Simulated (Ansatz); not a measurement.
# Abstraction of Cl: CHBr2Cl + GeH3 → CHBr2 + GeH3Cl

Gas-phase species: CHBr2Cl (chlorodibromomethane) `ClC(Br)Br`, singlet; GeH3 `[GeH3]`, doublet; CHBr2 `Br[CH]Br`, doublet; GeH3Cl (chlorogermane) `[Cl][GeH3]`, singlet. A radical takes Cl: the energy is the difference in strength between the C–Cl bond broken and the Ge–Cl bond made.

Shapes, held fixed at every level: PBE0-D4/def2-TZVP. Programs: Ansatz 0.2.0. The zero-point and thermal change to 298 K, harmonic and unscaled (PBE0-D4/def2-TZVP), is -0.2 kJ/mol.

Estimate ΔH(298 K) of this reaction.

The highest level, CCSD(T)/def2-TZVPP, gives ΔH(298 K) = -98.9 kJ/mol; the levels span -105.9 to -93.2. The column of differences is taken from that level and isn't an error. No measured value is set beside it here. Open shells run unrestricted. Relativity is left out for Br, Ge. Outer-core shells of Br, Ge are correlated, in sets that cover them unevenly.

```
               level                    kind  ΔH(298 K) (kJ/mol)  less CCSD(T)/def2-TZVPP
r2SCAN-D4/def2-TZVPP                meta-GGA              -105.9                     -7.0
 B3LYP-D4/def2-TZVPP           global hybrid              -100.9                     -2.0
  PBE0-D4/def2-TZVPP           global hybrid               -99.1                     -0.2
  wB97M-V/def2-TZVPP  range-separated hybrid               -93.2                     +5.7
       CCSD/def2-SVP   coupled cluster or CI               -99.7                     -0.8
     CCSD/def2-TZVPP   coupled cluster or CI              -104.7                     -5.8
  CCSD(T)/def2-TZVPP   coupled cluster or CI               -98.9                      0.0
```
